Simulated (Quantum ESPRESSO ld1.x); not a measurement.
Species: Hg4+. Configuration: [Xe] 4f14 5d8.

Calculated with ld1.x of Quantum ESPRESSO 7.5: Dirac Kohn-Sham, revPBE, spin-unpolarised, spherical densities, point nucleus; open shells fill j = l - 1/2 first.

Energy parts (eV):
part                    energy
total                  -534933
kinetic                 617460
electron-nucleus      -1346091
Hartree                 203834
exchange-correlation    -10136

Orbitals (lengths in bohr, moments of r in powers of bohr; r(90%) holds 90 % of the orbital's charge):
orbital	occ.	eigenvalue (eV)	<r>	<r^2>	r(90%)
1s1/2	2	-83101.2	0.01658	0.0003806	0.0303
2s1/2	2	-14757.7	0.06923	0.005736	0.109
2p1/2	2	-14157.8	0.05692	0.004054	0.0950
2p3/2	4	-12209.8	0.06560	0.005240	0.107
3s1/2	2	-3540.42	0.1801	0.03723	0.265
3p1/2	2	-3271.00	0.1704	0.03392	0.257
3p3/2	4	-2839.48	0.1863	0.04031	0.279
3d3/2	4	-2394.98	0.1621	0.03086	0.252
3d5/2	6	-2302.54	0.1670	0.03259	0.258
4s1/2	2	-818.049	0.3990	0.1799	0.572
4p1/2	2	-702.640	0.4011	0.1832	0.583
4p3/2	4	-598.451	0.4352	0.2154	0.631
4d3/2	4	-410.240	0.4424	0.2263	0.660
4d5/2	6	-390.816	0.4535	0.2376	0.676
4f5/2	6	-148.628	0.4787	0.2764	0.766
4f7/2	8	-144.430	0.4854	0.2842	0.776
5s1/2	2	-168.008	0.8985	0.9047	1.28
5p1/2	2	-129.747	0.9640	1.047	1.39
5p3/2	4	-111.109	1.054	1.251	1.52
5d3/2	4	-58.3164	1.317	1.991	1.97
5d5/2	4	-56.0968	1.355	2.109	2.02

The highest occupied level is 5d5/2 at -56.097 eV. For comparison, the ionisation energy in NIST's Atomic Spectra Database is 61.2 eV (measured). In exact Kohn-Sham theory the highest level is minus the ionisation energy, but local and semilocal functionals leave it too shallow, through self-interaction and a potential that decays too fast; potentials with the right tail come closer. Summed over all electrons, <r^2> = 33.82 bohr^2, which gives a Langevin (diamagnetic) susceptibility term of -26.8 x 10^-6 cm^3/mol. The density falls to 0.001 e/bohr^3 at r = 3.08 bohr.

Beside tabulated values, note that spin-unpolarised runs miss the spin-polarisation part of the exchange energy of open shells.
